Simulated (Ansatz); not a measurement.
`[SiH3]COCS`. Charge 0, multiplicity 1. The structure was optimised at the PBE0-D4/def2-TZVP level. It is one conformer, not always the lowest.

```xyz
13

Si    0.411   -0.494   -2.137
C    -0.386    0.168   -0.560
O     0.600    0.239    0.452
C     0.127    0.698    1.677
S    -1.008   -0.428    2.547
H    -0.636   -0.546   -3.193
H     0.948   -1.859   -1.909
H     1.509    0.402   -2.582
H    -0.822    1.162   -0.744
H    -1.208   -0.492   -0.252
H     0.997    0.883    2.304
H    -0.443    1.629    1.566
H    -0.087   -1.363    2.831
```

Task: What is the dipole moment at PBE/def2-TZVPP? (Estimate.)

Result: The calculation gave: 0.63 D, with components (0.09, 0.62, 0.07) D in this frame, pointing from negative to positive charge.

Task: And with r2SCAN, B3LYP, ωB97M-V? (An estimate is asked.)

Result: Ansatz gave: r2SCAN 0.65 D, B3LYP 0.63 D, ωB97M-V 0.62 D.

Task: Give the Mulliken charges with PBE, B3LYP, r2SCAN in def2-TZVPP. (Estimate.)

Result: The calculation gave: 
```
atom    PBE  B3LYP  r2SCAN
 Si1   0.21   0.29    0.30
  C2  -0.09  -0.08   -0.06
  O3  -0.23  -0.30   -0.29
  C4  -0.04  -0.01    0.09
  S5  -0.20  -0.19   -0.20
  H6  -0.06  -0.07   -0.07
  H7  -0.05  -0.06   -0.07
  H8  -0.05  -0.07   -0.07
  H9   0.08   0.08    0.06
 H10   0.09   0.10    0.09
 H11   0.13   0.13    0.09
 H12   0.09   0.09    0.06
 H13   0.11   0.10    0.09
```

B3LYP here is the variant with VWN-RPA as its local correlation; programs differ in this.
